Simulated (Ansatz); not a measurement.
Isolated molecules relaxed with PBE0-D4/def2-TZVP in Ansatz; ΔE leaves out vibrations. CBS: MP2 limit from def2 TZ/QZ plus the TZ coupled-cluster correction, frozen cores. DFT in def2-TZVPP. For Ge, Se outer-core shells are correlated without core-valence functions, which leaves a few kJ/mol of doubt a bond. Scalar relativity is left out up to krypton. One conformer a species, not always the lowest.

Consider the redistribution: `C[SiH2][Se]C#N` + `[CH3][GeH]([F])[F]` → `C[SiH2][Se]C` + `N#[C][GeH]([F])[F]`.

`C[SiH2][Se]C#N`:

Cartesian coordinates in Å:
```
C 1.187 -0.212 -0.587
Si -0.252 -0.988 0.291
Se -1.175 0.500 1.813
C -1.426 1.787 0.536
N -1.573 2.601 -0.270
H 1.969 0.071 0.119
H 0.861 0.681 -1.125
H 1.605 -0.917 -1.311
H 0.129 -2.118 1.175
H -1.325 -1.405 -0.642
```

`[CH3][GeH]([F])[F]`:

```xyz
8

C     0.245   -1.008    0.215
Ge   -0.243    0.830   -0.067
F    -1.281    0.916   -1.449
F     1.172    1.706   -0.541
H     0.958   -1.084    1.036
H    -0.640   -1.599    0.450
H     0.704   -1.395   -0.696
H    -0.915    1.633    1.051
```

`C[SiH2][Se]C`:

```xyz
12

C     1.219   -1.288    0.274
Si    0.200   -0.071    1.260
Se   -1.857    0.294    0.364
C    -1.247    1.139   -1.294
H     1.387   -0.924   -0.742
H     2.195   -1.435    0.745
H     0.713   -2.253    0.213
H     0.928    1.225    1.351
H    -0.067   -0.583    2.629
H    -0.705    0.426   -1.912
H    -0.623    2.002   -1.068
H    -2.141    1.467   -1.821
```

`N#[C][GeH]([F])[F]`:

Cartesian coordinates in Å:
```
N 1.528 -1.668 1.074
C 0.825 -0.903 0.580
Ge -0.396 0.304 -0.258
F 0.485 1.118 -1.479
F -0.795 1.485 0.913
H -1.648 -0.336 -0.830
```

CCSD(T)/CBS gives +26.1 kJ/mol.

(1) Another level gave +26.2 kJ/mol. Which?
A. HF/def2-TZVPP
B. CCSD/def2-TZVPP
C. PBE0/def2-TZVPP
D. ωB97X-V/def2-TZVPP

Largest T1 diagnostic among the species: 0.013.

Results:

(1) D. ωB97X-V 26.2, PBE0 31.8, CCSD/def2-TZVPP 19.7, HF/def2-TZVPP 13.6 kJ/mol.

From PBE to PBE0 (25 % exact exchange), in def2-TZVPP and without D4, ΔE moves by −3.6 kJ/mol. In def2-TZVPP, CCSD(T) changes the Hartree–Fock value by +7.6 kJ/mol (the triples alone add +1.5 kJ/mol) and MP2 by +11.0 kJ/mol.
